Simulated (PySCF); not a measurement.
C3H5O, SMILES [CH]=C(C)O, multiplicity 2.

Geometry optimised at B3LYP-D3(BJ)/def2-SVP. The isomer is the one that the SMILES or the coordinates give; other isomers of the formula were not compared. One conformer was computed; it need not be the lowest.

The numbers are results of TDA-PBE/def2-SVPD run with PySCF, not measurements.

Vertical excitations. 

Question: Give excitation energies, oscillator strengths and character. (An estimate is asked for; the answer gives what the named calculation found.)

Answer: 
```csv
state,energy (eV),λ (nm),f,main pairs
root 1,1.87,664,0.001,β HOMO→LUMO 99 %
root 2,4.48,276,0.000,"α HOMO−1→LUMO 46 %, β HOMO→LUMO+1 52 %"
root 3,5.23,237,0.000,"α HOMO→LUMO 8 %, β HOMO→LUMO+2 84 %"
root 4,5.35,232,0.004,"α HOMO→LUMO 40 %, β HOMO−1→LUMO 50 %, β HOMO→LUMO+2 10 %"
root 5,5.45,228,0.000,"α HOMO→LUMO 46 %, α HOMO−1→LUMO+1 13 %, β HOMO−1→LUMO 41 %"
root 6,5.49,226,0.026,"α HOMO→LUMO+1 91 %, β HOMO−2→LUMO 8 %"
root 7,5.52,224,0.002,"α HOMO−1→LUMO+1 82 %, β HOMO−1→LUMO 7 %, β HOMO→LUMO+2 6 %"
root 8,5.65,220,0.016,"α HOMO→LUMO+1 8 %, β HOMO−2→LUMO 90 %"
root 9,6.27,198,0.001,β HOMO→LUMO+3 97 %
root 10,6.30,197,0.003,β HOMO−3→LUMO 98 %
```
Unrestricted roots are not spin-pure.
